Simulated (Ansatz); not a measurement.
Harmonic frequencies (cm⁻¹) at PBE0-D4/def2-TZVP from Ansatz: 251, 316, 500, 517, 597, 632, 859, 924, 990, 1003, 1387, 1948, 2198, 3123, 3215.

(1) Which molecule is it?
A. `O=C1C[AsH]1`
B. `[OH][AlH][SiH3]`
C. `[NH2][Al]1[SiH2][S]1`
D. `[BH2][GeH2][PH2]`

Answers

(1) A.
